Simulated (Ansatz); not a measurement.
Cost and result up the ladder for the cluster Hg6Te3Br6 (15 atoms). The state is a singlet with charge 0. Geometry: PBE-D4/def2-SVP.

```csv
atom,x (Å),y (Å),z (Å)
Hg1,0.8981,1.8253,1.2510
Hg2,-0.1493,0.2846,-2.5045
Hg3,-0.8728,4.0181,-1.2049
Hg4,-1.2933,-3.0256,-0.7164
Hg5,2.3789,-1.3235,-0.6154
Hg6,-0.1030,-1.7382,2.7603
Te7,-1.4707,-0.7233,0.6722
Te8,1.4844,2.6782,-1.2368
Te9,1.3724,-1.9252,-2.9951
Br10,3.1268,-0.5457,1.6487
Br11,-2.8000,5.5426,-0.9569
Br12,0.9848,-2.8794,4.6607
Br13,-2.3666,1.5821,-2.5845
Br14,-1.3529,-5.2522,-1.8032
Br15,0.1633,1.4822,3.6249
```

Ansatz on 2 threads of AMD EPYC 7R13 on a shared host and a share (18 GiB) of an NVIDIA H100 80GB HBM3. Times are rough, and most runs start from the orbitals of an earlier one. No level here is sound enough to serve as a yardstick. Binding counts from free atoms at the same level (Hg singlet, Te triplet, Br doublet; other spins of the atoms weren't run), without zero-point energy or a counterpoise term.

In the def2 sets Hg, Te take a core potential; there is no spin–orbit coupling. Correlated methods freeze 66 core orbitals; core or outer-core shells of Hg, Te, Br are correlated, in sets that lack core-valence functions. The rows differ in basis, and correlated rows in double-zeta sets carry the largest basis error. Single mean-field runs in def2-SVP, def2-TZVP are fitted with def2-universal-jkfit. Another isomer (singlet) lies 0.36 eV lower at PBE0-D4/def2-TZVP; other spin states weren't run for this one.

Correlated methods converge slowly with the basis, most of all in double-zeta sets.

```
                        level  functions  wall time  binding energy per atom (eV)
PBE-D4/def2-SVP (with forces)        462        6 s                          1.42
           r2SCAN-D4/def2-SVP        462        7 s                          1.39
             PBE-D4/def2-TZVP        696        7 s                          1.49
            BHLYP-D4/def2-SVP        462      8.5 s                          1.28
                 MP2/def2-SVP        462       10 s                          1.19
            PBE0-D4/def2-TZVP        696       11 s                          1.47
             PBE0-D4/def2-SVP        462       12 s                          1.38
             RPA@PBE/def2-SVP        462       15 s                          0.86
```
